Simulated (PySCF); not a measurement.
# EPR parameters of C6H11O2

Species: C₆H₁₁O₂ (doublet state).
Z-matrix (Å and degrees, GFN2-xTB geometry), rows numbered from 1:
```
C 
C   1  1.5140
C   2  1.3194  1  124.86
O   3  1.3512  2  129.42  1   -18.99
O   2  1.3686  1  111.39  3   171.94
C   5  1.4180  2  116.23  1   173.38
C   6  1.5235  5  107.14  2   161.24
C   6  1.5284  5  111.14  2   -76.53
H   1  1.0884  2  108.87  3   119.53
H   1  1.0878  2  109.60  3  -121.73
H   1  1.0853  2  109.99  3    -0.41
H   4  0.9657  3  109.73  2   139.58
H   6  1.1039  5  107.46  2    42.43
H   7  1.0864  6  110.06  5   -57.60
H   7  1.0867  6  109.69  5    61.77
H   7  1.0859  6  110.13  5  -178.04
H   8  1.0873  6  109.81  5    57.90
H   8  1.0874  6  109.89  5   -61.88
H   8  1.0862  6  110.15  5   177.85
```

The hyperfine couplings belong to this conformer and change with its torsions.

Identity: `C/C(=[C]\O)OC(C)C` [radical].

Computed, not measured: UKS B3LYP, pcH-1 on C H O, non-relativistic, mean-field spin-orbit, GIAO (PySCF). The structure is a single GFN2-xTB conformer in the gas phase; no vibrational or solvent corrections. The geometry wasn't refined by DFT: couplings that depend on bond lengths, twists or pyramidal angles can differ widely from those at the functional's own minimum. The frame is twisted about the C2–C3 bond at this geometry (dihedral C1–C2–C3–O4 = -19°); couplings at other torsion angles weren't computed. No stability test was run, so a lower SCF solution isn't excluded.

```
g1, g2, g3   : 2.00232, 2.00263, 2.00408
g_iso        : 2.00301
Form of g    : rhombic: the two nearest values differ by 18 % of g3 − g1
⟨S²⟩         : 0.7547 (exact 0.7500)
Total energy : -385.63826 Eh
```

Isotropic coupling and dipolar principal values T1 to T3, in G; ρ(0) is the spin density at the nucleus (MHz turned into gauss with g_iso; 10 G = 1 mT):

```json
{"atom": "C1", "isotope": "13C", "a_iso": "9.9", "T1": "-1.8", "T2": "-1.6", "T3": "3.4", "Mulliken spin population": "0.05", "ρ(0) (bohr⁻³)": "0.0246"}
{"atom": "C2", "isotope": "13C", "a_iso": "8.0", "T1": "-6.5", "T2": "-3.3", "T3": "9.8", "Mulliken spin population": "-0.03", "ρ(0) (bohr⁻³)": "0.0199"}
{"atom": "C3", "isotope": "13C", "a_iso": "124.1", "T1": "-24.3", "T2": "-19.6", "T3": "44.0", "Mulliken spin population": "0.81", "ρ(0) (bohr⁻³)": "0.3096"}
{"atom": "O4", "isotope": "17O", "a_iso": "-7.7", "T1": "-22.4", "T2": "11.0", "T3": "11.4", "Mulliken spin population": "0.13", "ρ(0) (bohr⁻³)": "0.0356"}
{"atom": "O5", "isotope": "17O", "a_iso": "-4.2", "T1": "-3.0", "T2": "1.2", "T3": "1.8", "Mulliken spin population": "0.02", "ρ(0) (bohr⁻³)": "0.0194"}
{"atom": "C6", "isotope": "13C", "a_iso": "2.8", "T1": "-1.1", "T2": "-0.4", "T3": "1.5", "Mulliken spin population": "0.02", "ρ(0) (bohr⁻³)": "0.0069"}
{"atom": "C7", "isotope": "13C", "a_iso": "-0.3", "T1": "-0.1", "T2": "-0.1", "T3": "0.2", "Mulliken spin population": "0.00", "ρ(0) (bohr⁻³)": "-0.0008"}
{"atom": "C8", "isotope": "13C", "a_iso": "-0.1", "T1": "-0.5", "T2": "-0.1", "T3": "0.5", "Mulliken spin population": "0.00", "ρ(0) (bohr⁻³)": "-0.0002"}
{"atom": "H9", "isotope": "1H", "a_iso": "4.5", "T1": "-1.2", "T2": "-0.2", "T3": "1.4", "Mulliken spin population": "0.01", "ρ(0) (bohr⁻³)": "0.0028"}
{"atom": "H10", "isotope": "1H", "a_iso": "-2.8", "T1": "-1.2", "T2": "-0.6", "T3": "1.7", "Mulliken spin population": "0.00", "ρ(0) (bohr⁻³)": "-0.0018"}
{"atom": "H11", "isotope": "1H", "a_iso": "-0.2", "T1": "-1.7", "T2": "-0.4", "T3": "2.1", "Mulliken spin population": "0.00", "ρ(0) (bohr⁻³)": "-0.0001"}
{"atom": "H12", "isotope": "1H", "a_iso": "-1.2", "T1": "-5.5", "T2": "-3.6", "T3": "9.1", "Mulliken spin population": "0.00", "ρ(0) (bohr⁻³)": "-0.0007"}
{"atom": "H13", "isotope": "1H", "a_iso": "4.0", "T1": "-3.3", "T2": "-1.4", "T3": "4.7", "Mulliken spin population": "0.00", "ρ(0) (bohr⁻³)": "0.0025"}
{"atom": "H14", "isotope": "1H", "a_iso": "0.0", "T1": "-0.4", "T2": "-0.4", "T3": "0.7", "Mulliken spin population": "0.00", "ρ(0) (bohr⁻³)": "0.0000"}
{"atom": "H15", "isotope": "1H", "a_iso": "1.7", "T1": "-0.3", "T2": "-0.2", "T3": "0.6", "Mulliken spin population": "0.00", "ρ(0) (bohr⁻³)": "0.0011"}
{"atom": "H16", "isotope": "1H", "a_iso": "0.6", "T1": "-0.3", "T2": "-0.3", "T3": "0.6", "Mulliken spin population": "0.00", "ρ(0) (bohr⁻³)": "0.0004"}
{"atom": "H17", "isotope": "1H", "a_iso": "0.5", "T1": "-1.7", "T2": "-1.2", "T3": "3.0", "Mulliken spin population": "0.00", "ρ(0) (bohr⁻³)": "0.0003"}
{"atom": "H18", "isotope": "1H", "a_iso": "-0.1", "T1": "-0.5", "T2": "-0.4", "T3": "0.9", "Mulliken spin population": "0.00", "ρ(0) (bohr⁻³)": "-0.0001"}
{"atom": "H19", "isotope": "1H", "a_iso": "0.1", "T1": "-0.6", "T2": "-0.4", "T3": "1.0", "Mulliken spin population": "0.00", "ρ(0) (bohr⁻³)": "0.0001"}
```

The largest Mulliken spin populations are on C3 (+0.81) and O4 (+0.13). C3 is the only atom above +0.15.

Under fast tumbling the dipolar parts average out, and these isotropic splittings remain: 1 × 1H (H13, I = 1/2, 2 lines) with 0.40 mT, 1 × 1H (H12, I = 1/2, 2 lines) with 0.12 mT, 3 × 1H (H9/H10/H11, I = 1/2, 4 lines) with 0.05 mT and 6 × 1H (H14 (×6), I = 1/2, 7 lines) with 0.05 mT.

Class means assume fast exchange of nuclei equivalent by connectivity; if that motion is slow, each nucleus keeps its own coupling. The three 1H nuclei of mean +1.4 MHz run from -7.8 to 12.6 MHz in the frozen geometry. The six 1H nuclei of mean +1.3 MHz run from -0.4 to 4.8 MHz in the frozen geometry.

The 13C coupling of C3 (348.0 MHz) shows only in satellite lines or after enrichment, since that isotope makes up about 1.07 % of natural carbon.

The 17O coupling of O4 (-21.6 MHz) shows only in satellite lines or after enrichment, since that isotope makes up about 0.038 % of natural oxygen.
